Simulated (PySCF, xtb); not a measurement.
SeF₃, SMILES F[Se+](F)F, charge +1.

GFN2-xTB run with xtb 6.7.1 at its own geometry gives an orbital gap of 6.21 eV.

Coordinates come from a r2SCAN-D4/def2-SVP optimisation. The multiplicity is an assumed one; other spin states were not compared. The isomer is the one that the SMILES or the coordinates give; other isomers of the formula were not compared.

What does B3LYP/def2-TZVPD in PySCF give? (The exact figures need the calculation; the answer reports its results.)

gap 8.74 eV (levels -18.80 and -10.07 eV).
